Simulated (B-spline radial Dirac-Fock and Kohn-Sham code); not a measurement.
**How the levels of thulium move as electrons are removed**

Method: Dirac-Fock ΔSCF + Breit + QED. Computed with a radial B-spline solver. Each ion is free and in its tabulated ground configuration. Correlation energy is missing from these numbers.

Reference: Tm²⁰⁺, [Kr] 4d10 4f3, with K 59952.9 eV, L1 10691.8 eV, L3 9217.6 eV, M1 2886.0 eV, N3 863.8 eV, Kα1 (K-L3) 50735.3 eV, Kβ1 (K-M3) 57495.6 eV, Lℓ (L3-M1) 6331.5 eV. Shifts from it, in eV (a dash: the subshell is empty, belongs to an open shell averaged over j, or its hole state is left out as unreliable):

| ion | configuration | K | L1 | L3 | M1 | N3 | Kα1 | Kβ1 | Lℓ |
| --- | --- | --- | --- | --- | --- | --- | --- | --- | --- |
| Tm²¹⁺ | [Kr] 4d10 4f2 | +47.7 | +49.1 | +49.0 | +49.9 | +41.8 | -1.24 | -1.94 | -0.90 |
| Tm²²⁺ | [Kr] 4d10 4f1 | +97.0 | +99.8 | +99.6 | +101.3 | +84.4 | -2.56 | -3.87 | -1.74 |
| Tm²³⁺ | [Kr] 4d10 | +147.8 | +152.1 | +151.7 | +154.2 | +128.0 | -3.94 | -5.77 | -2.50 |
| Tm²⁴⁺ | [Kr] 4d9 | +205.8 | +209.8 | +209.4 | +207.6 | +170.5 | -3.62 | -0.98 | +1.83 |
| Tm²⁵⁺ | [Kr] 4d8 | +265.1 | +268.6 | +268.4 | +262.0 | +213.5 | -3.25 | +4.12 | +6.40 |
| Tm²⁶⁺ | [Kr] 4d7 | ? | ? | ? | ? | ? | ? | ? | ? |
| Tm²⁷⁺ | [Kr] 4d6 | +387.3 | +389.7 | +389.7 | +373.4 | +301.3 | -2.37 | +15.22 | +16.31 |
| Tm²⁸⁺ | [Kr] 4d5 | +450.3 | +452.0 | +452.1 | +430.5 | +346.1 | -1.86 | +21.23 | +21.65 |

Question: Give the missing shifts for Tm²⁶⁺.

Answer: K +325.6, L1 +328.5, L3 +328.4, M1 +317.2, N3 +257.1, Kα1 -2.84, Kβ1 +9.51, Lℓ +11.23 (eV).

Over this range K (1s) moves by +450.3 eV and Kα1 by -1.9 eV: a line is a difference of two levels that shift in the same direction.
